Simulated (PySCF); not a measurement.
## BeGa⁺: energy against distance

Set-up: Be pcseg-2, Ga pcseg-2; no relativity (PySCF 2.14). Energies in eV from Be + Ga⁺ in their ground configurations at the same level. State: ¹Σ⁺ (singlet), closed shell.

All columns are PBE0. A positive dipole points towards Ga; it is taken about the centre of mass and depends on that origin.

| R (Å) | E (eV) | μ (D) | Mulliken charge on Be (basis-dependent) | HOMO (eV) | LUMO (eV) | Mayer bond order | ⟨S²⟩ |
| --- | --- | --- | --- | --- | --- | --- | --- |
| 2.417 | -0.593 | -4.25 | 0.54 | -11.97 | -7.99 | 0.81 | 0.00 |
| 2.530 | -0.700 | -4.20 | 0.51 | -11.96 | -7.83 | 0.76 | 0.00 |
| 2.642 | -0.759 | -4.11 | 0.48 | -11.93 | -7.76 | 0.70 | 0.00 |
| 2.727 | -0.779 | -4.02 | 0.46 | -11.89 | -7.71 | 0.67 | 0.00 |
| 2.811 | -0.785 | -3.92 | 0.44 | -11.85 | -7.67 | 0.63 | 0.00 |
| 2.895 | -0.779 | -3.81 | 0.41 | -11.79 | -7.63 | 0.60 | 0.00 |
| 3.008 | -0.757 | -3.64 | 0.38 | -11.70 | -7.58 | 0.56 | 0.00 |
| 3.148 | -0.714 | -3.41 | 0.35 | -11.57 | -7.53 | 0.51 | 0.00 |
| 3.317 | -0.651 | -3.11 | 0.30 | -11.39 | -7.50 | 0.46 | 0.00 |
| 3.542 | -0.560 | -2.68 | 0.25 | -11.14 | -7.48 | 0.40 | 0.00 |

A fit through these points gives, at Re = 2.804 Å, μ = -3.93 D and dμ/dR = 1.26 D/Å; the reduced mass is 7.97 u.

**Question.** How strong is the fundamental in the double-harmonic approximation, I = 42.26·(dμ/dR)²/μred km/mol?

**Answer.** I = 42.26·(1.26)²/7.97 = 8.42 km/mol at PBE0.

Closed-shell solutions of metal pairs were not tested for spin polarisation, which can lower them a little. For an ion De counts to the pair picked by the measured ionisation energies or electron affinities, which need not be the lowest pair at this level.
